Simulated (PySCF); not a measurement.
A GIAO shielding run with PySCF (density fitting, non-relativistic, gas phase) on `FCO[C@@H]1C[C@@H](Cl)[C@@H]1F`, C5H7ClF2O:

```
$ OMP_NUM_THREADS=1 python probes_run.py task.json out

{"job": {"kind": "nmr", "xc": "PBE0", "basis": "pcSseg-1"}, "charge": 0, "multiplicity": 1}
F     -3.028146     0.434190     0.583539
C     -2.226454    -0.672168     0.406405
O     -1.228213    -0.407426    -0.496355
C     -0.247924     0.507148    -0.057470
C      0.790810     0.750054    -1.165831
C      1.782731    -0.155569    -0.421947
Cl     3.412906     0.489632    -0.188483
C      0.875562    -0.124741     0.811520
F      0.592871    -1.346912     1.353042
H     -1.862688    -0.944207     1.407790
H     -2.852981    -1.460871    -0.021896
H     -0.718605     1.397512     0.371379
H      0.481835     0.395524    -2.144690
H      1.116006     1.784772    -1.225892
H      1.873069    -1.156209    -0.842842
H      1.231621     0.518215     1.620322
```

Hardware: 1 thread of an Arm Neoverse N1, shared host. The job also computes population analyses, field gradients, ring-centre shieldings.

Task: How large is the calculation?

Result: 80 electrons, 195 basis functions and 1033 auxiliary functions.

Task: How long does it take, and how much memory does it need?

Result: 63 s of wall time, with 14 SCF cycles and 4 response iterations; peak memory 0.85 GiB. Times on a shared host scatter by some tens of per cent.
